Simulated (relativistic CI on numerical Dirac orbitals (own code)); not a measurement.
# Spin-allowed bands of a d3 ion in an octahedral site, by hand

Problem. Take Δ = 27300 cm⁻¹ and B = 590 cm⁻¹ for a d3 ion in an octahedral site. Calculate the three spin-allowed bands.

Working.
1. The terms of highest spin are 4F (energy 0) and 4P (15B = 8850 cm⁻¹). Here the F term splits into A2 at −1.2Δ = -32760, T2 at −0.2Δ = -5460 and T1 at +0.6Δ = 16380 cm⁻¹.
2. The two T1 states mix through the element 0.4Δ: H = [[16380, 10920], [10920, 8850]], with roots ½(H₁₁ + H₂₂) ∓ ½√[(H₂₂ − H₁₁)² + 4H₁₂²] = ½(25230) ∓ ½(23102) = 1064 and 24166 cm⁻¹.
3. The ground term is 4A2 at -32760 cm⁻¹.
4. Bands: 4T2 27300 cm⁻¹ (366 nm), 4T1(F) 33824 cm⁻¹ (296 nm), 4T1(P) 56926 cm⁻¹ (176 nm).

Check. Exact diagonalisation of the whole d3 shell with these parameters gives 4T2 27300, 4T1 33824, 4T1 56926 cm⁻¹. The match is exact, since without spin-orbit coupling no other term has this spin. The ratio of the second band to the first, 1.239, depends on Δ/B = 46.3 alone, which is how a Tanabe-Sugano diagram is read.
